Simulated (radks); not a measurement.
Values are calculated unless marked as measured or tabulated.
Task: Rh5+, configuration [Kr] 4d4 (the NIST ground configuration). Level of theory: Dirac Kohn-Sham, LB94 model potential, spin-unpolarised, spherical densities, finite nucleus; open shells fill j = l - 1/2 first; Fermi nuclear charge, rms radius 4.4945 fm (a radial shooting solver on a logarithmic mesh with Libxc functionals).

Spin-orbit splittings of the eigenvalues, e(l+1/2) - e(l-1/2), with zeta = 2 splitting/(2l+1) and mean radii in bohr:

| shell | occ. | splitting (eV) | zeta (eV) | <r> j=l-1/2 | <r> j=l+1/2 |
|---|---|---|---|---|---|
| 2p | 6 | 146.4 | 97.61 | 0.1199 | 0.1248 |
| 3p | 6 | 25.03 | 16.69 | 0.3824 | 0.3931 |
| 3d | 10 | 5.004 | 2.002 | 0.3664 | 0.3699 |
| 4p | 6 | ? | ? | 1.021 | 1.048 |
| 4d | 4 | 0.5950 | 0.2380 | 1.254 | 1.264 |

Estimate the 4p splitting.

Result: 4.330 eV (zeta = 2.887 eV).
